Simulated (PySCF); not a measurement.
Species: C₆H₉F₃O₂.
Numbering: `[CH3:1][O:2]/[C:3]([CH3:4])=[CH:5]/[CH2:6][O:7][C:8]([F:9])([F:10])[F:11]` (hydrogens: H12, H13, H14 on C1; H15, H16, H17 on C4; H18 on C5; H19, H20 on C6)

Theory: PySCF, PBE0-D3(BJ)/def2-SVP geometry optimisation, gas phase.

Question: What internal coordinates does the optimisation give?

Answer: 
| bond | length (Å) |
| --- | --- |
| C1–O2 | 1.402 |
| O2–C3 | 1.344 |
| C3–C4 | 1.498 |
| C3=C5 | 1.349 |
| C5–C6 | 1.489 |
| C6–O7 | 1.448 |
| O7–C8 | 1.329 |
| C8–F9, C8–F11 | 1.342 |
| C8–F10 | 1.322 |
| C1–H12, C1–H13, C1–H14 | 1.102 |
| C4–H15, C4–H16, C4–H17 | 1.099 |
| C5–H18 | 1.090 |
| C6–H19, C6–H20 | 1.099 |

Bonds in one row agree within 0.01 Å and their mean is given. A selection of angles:
| angle | degrees |
| --- | --- |
| C1–O2–C3 | 118.8 |
| O2–C3–C4 | 110.8 |
| O2–C3–C5 | 124.5 |
| C4–C3–C5 | 124.7 |
| C3–C5–C6 | 122.4 |
| C5–C6–O7 | 114.0 |
| C6–O7–C8 | 117.1 |
| O7–C8–F9 | 112.4 |
| O7–C8–F10 | 108.7 |
| O7–C8–F11 | 113.3 |
| F9–C8–F10 | 108.1 |
| F9–C8–F11 | 106.0 |

Torsions: C1–O2–C3–C4 180° (antiperiplanar); O2–C3–C5–C6 -179° (antiperiplanar); C3–C5–C6–O7 81° (synclinal); C5–C6–O7–C8 82° (synclinal); C6–O7–C8–F9 60° (synclinal). The mirror-image conformer, all signs reversed, is as good.

The C–O distances run from 1.329 Å (O7–C8, drawn single) to 1.448 Å (C6–O7, drawn single), a spread of 0.119 Å. Of the pairs four or more bonds apart, C1···H18 is among the closest relative to their van der Waals radii: 2.48 Å, 85 % of the sum of Bondi's values. The C–F distances run from 1.322 Å (C8–F10, drawn single) to 1.343 Å (C8–F9, drawn single), a spread of 0.021 Å. O2 (ether oxygen) is bent (angle 118.8°). The 3 C–C bonds span 1.349 Å (C3=C5, drawn double) to 1.498 Å (C3–C4, drawn single), a spread of 0.149 Å. O7 (ether oxygen) is bent (angle 117.1°).

Point group: C1 (no symmetry element, even within 0.4 Å). Not checked by PBE0-D3(BJ)/def2-SVP frequencies. One conformer, not necessarily the lowest.

Rough CPU time on one thread of a shared machine: about 8 min. These figures are those of the optimisation.
